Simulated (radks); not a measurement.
Coulomb parameter of the 4f shell of neutral dysprosium in the model configuration [Xe] 4f8.5 5d1.5 6s2, as a second difference U = [E(n + 0.25) + E(n - 0.25) - 2 E(n)] / (0.25)^2 with all orbitals relaxed. "Bare": the charge of the atom changes with n. "Screened": the 5d shell takes up the change at fixed total charge, which measures U(4f,4f) + U(5d,5d) - 2 U(4f,5d). Calculated with a radial shooting solver on a logarithmic mesh with Libxc functionals: scalar-relativistic Kohn-Sham, SCAN, spin-unpolarised, spherical densities, finite nucleus; meta-GGA in the generalised Kohn-Sham scheme; Fermi nuclear charge, rms radius 5.2218 fm.

case                     configuration  E - E(n) (eV)
start             [Xe] 4f8.5 5d1.5 6s2          0.000
bare +0.25       [Xe] 4f8.75 5d1.5 6s2         -2.700
bare -0.25       [Xe] 4f8.25 5d1.5 6s2          3.609
screened +0.25  [Xe] 4f8.75 5d1.25 6s2         -2.271
screened -0.25  [Xe] 4f8.25 5d1.75 6s2          2.624

U(bare) = 14.539 eV, U(screened by 5d) = 5.662 eV, against the Slater integral F0(4f,4f) = 31.947 eV with frozen orbitals. The step up makes a negative ion, whose loosely bound charge lowers the bare value.
